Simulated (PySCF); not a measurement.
Scan of Cl2Mg, singlet: symmetric bend, bond length relaxed. Scanned: Cl-Mg-Cl angle. Other coordinates (Mg-Cl bond length) were minimised at B3LYP/def2-TZVP.

The free coordinates were minimised at B3LYP/def2-TZVP in PySCF; the energy column is PySCF with CCSD(T) on RHF/cc-pVTZ, 11 core orbitals frozen, in kcal/mol.

| a / ° | Mg-Cl bond length / Å | E |
|---|---|---|
| 180 | 2.177 | 0.0 |
| 170 | 2.177 | 0.4 |
| 160 | 2.177 | 1.6 |
| 150 | 2.179 | 3.6 |
| 140 | 2.182 | 6.2 |
| 130 | 2.185 | 9.7 |
| 120 | 2.189 | 14.1 |
| 110 | 2.198 | 19.6 |
| 100 | 2.211 | 27.0 |
| 90 | 2.234 | 37.1 |
| 80 | 2.283 | 52.0 |
